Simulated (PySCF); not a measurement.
FH₇OSi₃, SMILES O[Si@@H](F)[SiH2][SiH3]. Atoms are numbered in the order given.

```xyz
12

O     -1.0467     1.5448    -0.5045
Si    -1.3401     0.2209     0.4520
F     -2.1408    -0.9094    -0.4108
Si     0.7955    -0.5799     0.9568
Si     2.1401    -0.0117    -0.8808
H     -1.7953     2.0891    -0.7789
H     -2.2467     0.5643     1.5876
H      1.3107     0.0765     2.2007
H      0.7562    -2.0590     1.1784
H      2.2819     1.4728    -0.9465
H      3.4991    -0.6246    -0.7630
H      1.4990    -0.5030    -2.1373
```

Geometry optimised at r2SCAN-D4/def2-SVP. The structure was generated by enumeration; whether it is a known compound was not checked. Other conformers were not sampled.

Computed with PySCF with TDDFT-PBE/def2-SVPD.

Vertical excitations. 

```tsv
state	energy (eV)	λ (nm)	f	main pairs
S1	5.84	212	0.076	HOMO→LUMO 87 %
S2	5.99	207	0.015	HOMO→LUMO+1 92 %
S3	6.42	193	0.006	HOMO−1→LUMO 89 %
S4	6.62	187	0.002	HOMO→LUMO+4 60 %, HOMO−1→LUMO+1 34 %
S5	6.66	186	0.020	HOMO→LUMO+3 49 %, HOMO→LUMO+2 38 %
S6	6.76	183	0.141	HOMO→LUMO+3 34 %, HOMO→LUMO+2 34 %, HOMO→LUMO+5 8 %, HOMO−2→LUMO 5 %
S7	6.84	181	0.009	HOMO−3→LUMO 36 %, HOMO−1→LUMO+1 34 %, HOMO→LUMO+4 22 %
S8	6.95	178	0.008	HOMO−2→LUMO 81 %
S9	6.99	177	0.004	HOMO−3→LUMO 55 %, HOMO−1→LUMO+1 17 %
S10	7.09	175	0.031	HOMO→LUMO+5 67 %
T1	5.22	238	0	HOMO→LUMO 97 %
T2	5.50	225	0	HOMO→LUMO+1 97 %
T3	6.01	206	0	HOMO→LUMO+2 78 %, HOMO−1→LUMO 18 %
T4	6.04	205	0	HOMO−1→LUMO 75 %, HOMO→LUMO+2 18 %
```
Triplets are in the Tamm–Dancoff approximation, which puts them higher than full response would, so one can lie above its singlet here.
